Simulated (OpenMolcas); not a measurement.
# What dynamic correlation does to the levels of S V

```yaml
Program: OpenMolcas 26.06
Basis: ANO-RCC-VQZP [6s5p3d2f1g]
Scalar_Hamiltonian: DKH2, point nucleus
Active_space: 2 electrons in 9 orbitals (RAS2 3s 3p; RAS3 3d, at most 2 electrons)
State_averaging: 2S+1 = 3 even, 3 roots; 2S+1 = 1 even, 7 roots; 2S+1 = 3 odd, 3 roots; 2S+1 = 1 odd, 3 roots
Spin-orbit_coupling: state interaction with AMFI integrals over the reference wave functions, term energies averaged over their components
```

Methods on the same reference wave functions:
A. RASSCF
B. SS-RASPT2, IPEA 0.25 Eh, imaginary shift 0.1 Eh (closed shells correlated: 2s 2p)
C. MS-RASPT2, IPEA 0.25 Eh, imaginary shift 0.1 Eh (closed shells correlated: 2s 2p)

Energies in cm-1 above 3s2 1S0, the measured ground level; measured values from NIST levels in Podobedova, Kelleher and Wiese, J. Phys. Chem. Ref. Data 38, 171 (2009); Martin, Zalubas and Musgrove, J. Phys. Chem. Ref. Data 19, 821 (1990).

| Level | A | B | C | Measured |
| --- | --- | --- | --- | --- |
| 3s2 1S0 | 0.0 | 0.0 | 0.0 | 0.0 |
| 3s 3p 3P* 0 | 81295 | 82414 | 82436 | 83024 |
| 3s 3p 3P* 1 | 81622 | 82741 | 82764 | 83394 |
| 3s 3p 3P* 2 | 82290 | 83409 | 83432 | 84155 |
| 3s 3p 1P* 1 | 129177 | 128304 | 128327 | 127151 |
| 3p2 1D2 | 193491 | 194730 | 194753 | 193739 |
| 3p2 3P0 | 199266 | 200285 | 200307 | 199967 |
| 3p2 3P1 | 199610 | 200631 | 200654 | 200371 |
| 3p2 3P2 | 200285 | 201306 | 201329 | 201146 |

Deviations, from unrounded energies. A percentage is the sum of absolute deviations over the sum of measured energies, with the sign that they share, or ± where signs differ.

```json
{"Against measurement": "mean absolute deviation (cm-1)", "Levels": "8", "A": "1200", "B": "610", "C": "620"}
{"Against measurement": "other configurations (%)", "Levels": "8", "A": "±0.8", "B": "±0.4", "C": "±0.4"}
```

B, C lie about equally close to measurement and A furthest from it. The largest miss of B in the table is 3s 3p 1P* 1, by +1200 cm-1. The ranking rests on the paired levels alone, and a cruder setting can come out closer through cancelling errors.

Between B and C the level of the table that moves most is 3p2 3P1, by 23 cm-1 (lowest in B, highest in C).

The lowest spin-free term lies below A's lowest term by 0.045 hartree in B, 0.045 hartree in C.

Active for correlation alone: 3d; no level in the range computed is led by a configuration that fills it, so any true level of that kind is missing. Some terms mix strongly with configurations of 3d, whose occupation reaches 0.23 (3p2 1D). Computed and measured levels are paired by configuration, term and J; levels that our copy of the source lacks, or whose pairing is in doubt (as where it misses far off the trend of its configuration), stay unpaired and out of the deviations. Levels of configurations outside the active space are missing. Levels that lie high or do not pair safely by name in every column are left out.

* marks odd parity.
